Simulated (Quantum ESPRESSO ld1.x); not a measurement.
Results of a calculation; reference values are marked as such.
One sound ld1.x (Quantum ESPRESSO 7.5) input for the rhenium ion Re+ gives E = -16682.253 hartree in 31 iterations:

```
 &input
    zed=75.0,
    iswitch=1,
    rel=1,
    dft='PW',
    config='[Xe] 4f14 5d5 6s1',
    prefix='ld1',
    max_out_wfc=37,
    file_charge='ld1.rho',
 /
```

Changed or added lines, one case at a time, and what came of them:

- config='[Xe] 4f14 5d5 6s': refused. The program stops in el_config with "no occupancy field?": each term needs its occupation.
- rel=-1: refused. The program stops in ld1_readin with "wrong rel": rel takes 0, 1 or 2.
- beta=1.0: harmless. The Broyden-type mixing copes: 13 iterations against 31, same energy.
- atom='Jo' (without zed): crashed. The symbol names no element; the program warns, takes a nuclear charge of zero and dies without a result.
- rel=2 lsd=1: refused. The program stops in ld1_readin with "local spin density and spin-orbit not allowed": spin polarisation goes with rel = 0 or 1 alone.
- dft='R2SCAN': refused. The program stops in set_dft_from_name with "libxc needed for this functional": this build has no Libxc.
- tr2=1e-22: usable despite the warning. The threshold lies below the rounding noise, so the cycle runs to its limit and warns, but the energy differs from the sound run by less than 1e-5 hartree.
